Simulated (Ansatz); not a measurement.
The cluster HfSi5, relaxed as a singlet with RKS PBE0-D4/def2-SVP in Ansatz, starting from the GFN2-xTB geometry. Force threshold 0.02 eV/Å.

In the def2 sets Hf takes a core potential; there is no spin–orbit coupling. The structure comes from a short search, and lower isomers may exist.

Start:

Cartesian coordinates in Å:
```
Hf 1.7888 -0.4252 0.4427
Si 0.1309 -2.3023 -0.0665
Si -1.6102 -1.4492 1.1836
Si 1.2958 1.1154 -1.5370
Si -0.3107 2.4071 -0.5034
Si -1.2946 0.6542 0.4806
```

(1) Estimate the energy that the relaxation releases and the steps that it takes.

(2) Does the start keep its bonding and symmetry?

(3) Predict the relaxed structure.

Results:

(1) 82.5 kcal/mol, in 36 steps; 82 s on 4 threads of Arm Neoverse V2 on a shared host. The force fell under the threshold at step 14, but the optimiser went on and released 2.013 eV more. No frequencies were taken in this run, so the end may be a saddle point.

(2) Bonds formed: Si2–Si4, Si2–Si5, Si2–Si6, Si4–Si6 (atoms count from 1). Point group Cs at the start, Cs at the end, both within 0.05 Å.

(3) 
```xyz
6

Hf    1.370   -0.970    1.052
Si   -0.312   -0.800   -0.975
Si   -1.134   -1.431    1.215
Si    1.445    0.866   -0.653
Si   -0.863    1.462   -1.458
Si   -0.505    0.873    0.818
```
Bond lengths: 8 × Si–Si 2.38 to 2.52 Å; 4 × Hf–Si 2.51 to 2.64 Å.
